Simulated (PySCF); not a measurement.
IK, SMILES [K][I] (connectivity only; charge and spin as stated), charge -1, multiplicity 2. Atoms are numbered in the order given.

```xyz
2

K      0.0000     0.0000    -2.4390
I      0.0000     0.0000     0.8744
```
Charge -1, spin multiplicity 2.

Geometry: B3LYP-D3(BJ)/def2-TZVPD. The spin state was assumed, not searched. The def2 effective core potentials stand for the cores of I; spin–orbit coupling is left out.

Method: PySCF with B3LYP/def2-TZVPD.

Mulliken values depend strongly on the basis, most of all with diffuse functions as here. ESP charges are fitted to the potential on shells at 1.4 to 2.0 van der Waals radii. Atomic charges (e):

```json
[
 {"atom": "K1", "Mulliken": "-0.17", "ESP fit": "[?]", "Mulliken spin": "1.03"},
 {"atom": "I2", "Mulliken": "-0.83", "ESP fit": "[?]", "Mulliken spin": "-0.03"}
]
```

Problem. Fill in the missing entries. (An estimate is asked for; the answer gives what the named calculation found.)

Solution. 
- K1, ESP fit: -0.47
- I2, ESP fit: -0.53
